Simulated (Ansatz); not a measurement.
GeEt(OEt)3 (C8H20GeO3). Total charge 0; singlet. Geometry PBE-D4/def2-SVP; atoms count from 1.

```tsv
atom	x (Å)	y (Å)	z (Å)
Ge1	0.3228	-0.5540	0.6372
C2	1.5760	-1.8874	1.3156
C3	1.4857	-2.0275	2.8394
H4	2.5902	-1.5721	0.9933
H5	1.3510	-2.8423	0.7968
H6	2.1992	-2.7885	3.2174
H7	1.7153	-1.0669	3.3424
H8	0.4674	-2.3318	3.1550
O9	-1.3598	-0.8499	1.1703
C10	-2.4317	-1.0691	0.2527
C11	-3.0233	0.2299	-0.2788
H12	-2.1064	-1.7048	-0.6021
H13	-3.2054	-1.6409	0.8120
H14	-3.9050	0.0247	-0.9210
H15	-3.3481	0.8855	0.5548
H16	-2.2760	0.7747	-0.8903
O17	0.1821	-0.4655	-1.1625
C18	1.3465	-0.2721	-1.9605
C19	0.9264	-0.1487	-3.4164
H20	1.8972	0.6468	-1.6440
H21	2.0568	-1.1277	-1.8429
H22	1.8102	-0.0161	-4.0730
H23	0.3798	-1.0577	-3.7407
H24	0.2532	0.7219	-3.5549
O25	0.8709	1.0061	1.3343
C26	0.0476	2.1695	1.2796
C27	0.1801	2.9143	-0.0441
H28	-1.0190	1.9056	1.4678
H29	0.3690	2.8246	2.1196
H30	-0.4126	3.8525	-0.0311
H31	1.2400	3.1766	-0.2385
H32	-0.1802	2.2902	-0.8874
```

Question: Estimate the Mulliken populations of the heavy atoms from the PBE0/def2-TZVP orbitals of Ansatz.

Answer: 
```csv
atom,charge (e)
Ge1,0.73
C2,-0.27
C3,-0.39
O9,-0.42
C10,0.00
C11,-0.39
O17,-0.40
C18,-0.08
C19,-0.34
O25,-0.41
C26,-0.03
C27,-0.38
```
Mulliken values and Mayer orders depend strongly on the basis.

Question: And the Mayer bond orders between bonded heavy atoms (over 0.3)?

Answer: Ge1–C2 0.98 (1.95 Å); Ge1–O9 1.00 (1.79 Å); Ge1–O17 0.95 (1.81 Å); Ge1–O25 1.02 (1.79 Å); C2–C3 1.01 (1.53 Å); O9–C10 0.99 (1.43 Å); C10–C11 1.01 (1.52 Å); O17–C18 0.99 (1.42 Å); C18–C19 1.03 (1.52 Å); O25–C26 0.99 (1.43 Å); C26–C27 1.01 (1.52 Å).
